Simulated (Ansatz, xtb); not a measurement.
## Relative energy of two isomers of C3H2FNSe

We compare I, `Fc1ncc[se]1`, a singlet, with II, `Fc1cc[se]n1`, a singlet. Both are isolated molecules in the gas phase, relaxed with PBE0-D3(BJ)/def2-SVP.

Energies in hartree; the thermal terms are from GFN2-xTB frequencies at re-optimised GFN2-xTB minima (ideal gas, soft modes damped towards free rotors, one conformer each, 298.15 K, 1 atm) and include the zero-point energy:

|  | I | II |
| --- | --- | --- |
| E, CCSD(T)/def2-SVP | −2668.964947 | −2668.962407 |
| E, MP2/def2-SVP | −2668.913363 | −2668.911194 |
| E, MP2/def2-TZVPP | −2669.752027 | −2669.754483 |
| zero-point energy | 0.044282 | 0.044174 |
| H(298 K) − E | 0.050399 | 0.050208 |
| G(298 K) − E | 0.014485 | 0.014478 |

Question: Correct the CCSD(T) difference for the basis set by the MP2 change, then work out ΔE, ΔE₀, ΔH and ΔG for I → II in kJ/mol (1 Eh = 2625.50 kJ/mol) and the equilibrium ratio [II]/[I].

Answer: 1. Differences II − I: CCSD(T) +0.002540, MP2 in the small set +0.002169, MP2 in the large set −0.002456 Eh.
2. ΔE = +0.002540 + (−0.002456 − (+0.002169)) = −0.002085 Eh = −5.47 kJ/mol.
3. ΔE₀ = ΔE + ΔZPE = −0.002085 + (−0.000108) Eh = −5.76 kJ/mol.
4. ΔH = ΔE + (−0.000191) Eh = −5.98 kJ/mol.
5. ΔG = ΔE + (−0.000007) Eh = −5.49 kJ/mol, so ΔS = (ΔH − ΔG)/T = −1.6 J/(mol K).
6. kT = 0.9442 mEh, so K = [II]/[I] = exp(−ΔG/kT) = exp(+2.22) ≈ 9.2.

The sums favour II, but ΔE leans on the basis-set step (CCSD(T) alone has the other sign or is under 1 kcal/mol), so the order isn't settled. An error of 4 kJ/mol in ΔG would change K by a factor of 5. HF/STO-3G, r2SCAN-D4/def2-SVP, PBE0-D3(BJ)/def2-SVP, HF/def2-SVP, MP2/def2-SVP, CCSD(T)/def2-SVP gave ΔE the other sign. Mirror images and further conformers aren't counted.

As drawn, II has 1 C∷C, 1 N∷Se in place of 1 C∷N, 1 C∷Se (∷ is an aromatic bond).

Other levels gave ΔE = −6.3 (GFN2-xTB); +17.8 (HF/STO-3G, GFN2-xTB geometries); +8.5 (r2SCAN-D4/def2-SVP, GFN2-xTB geometries); +7.7 (PBE0-D3(BJ)/def2-SVP); +6.0 (HF/def2-SVP); +5.7 (MP2/def2-SVP); +6.7 (CCSD(T)/def2-SVP) kJ/mol. The correlated steps freeze 14 core orbitals; the filled d shell of Se is correlated, in a basis made for valence electrons. Programs: Ansatz 0.2.0, xtb 6.7.1.
